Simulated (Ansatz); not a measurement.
Ideal-gas functions of BrF3Si (`F[Si](F)(F)Br`) at 500 K and 1 bar, from an Ansatz frequency run at PBE0-D4/def2-TZVP.

Molar mass 164.98 g/mol, point group C3v (symmetry number 3), electronic degeneracy 1, moments of inertia 122.742, 331.124, 331.127 u Å². Harmonic wavenumbers (cm⁻¹, unscaled): 194, 194, 284, 329, 329, 510, 868, 1008, 1008.

Use S(trans) = R[1.5 ln M + 2.5 ln T − 1.1517]; rotational temperatures θ = 24.2544 K / I; S(rot) = R[ln(√π/σ · √(T³/θAθBθC)) + 1.5]; for each mode x = 1.438777 ν̃/T, S = R[x/(eˣ − 1) − ln(1 − e⁻ˣ)] and H = RT x/(eˣ − 1); 1 cm⁻¹ = 0.0119627 kJ/mol; R = 8.31446 J/(mol·K).

Task: By hand: the entropy, in J/(mol·K).

Result: Translation 183.3. Rotation: θ = 0.1976, 0.0732, 0.0732 K, giving 114.1. Vibration, mode by mode: 13.27, 13.27, 10.22, 9.07, 9.07, 5.83, 2.58, 1.87, 1.87, in all 67.1. Electronic 0.0. Sum 364.5 J/(mol·K).

Task: By hand: H − E and G − E in kJ/mol, counted from the electronic energy.

Result: Zero-point energy ½ × 4724 × 0.0119627 = 28.3; thermal vibration 18.0; translation, rotation and pV give 4 RT = 16.6. H − E = 62.9 kJ/mol, and G − E = 62.9 − 500 × 364.5/1000 = -119.3 kJ/mol.

Vibration gives 18 % of the entropy.
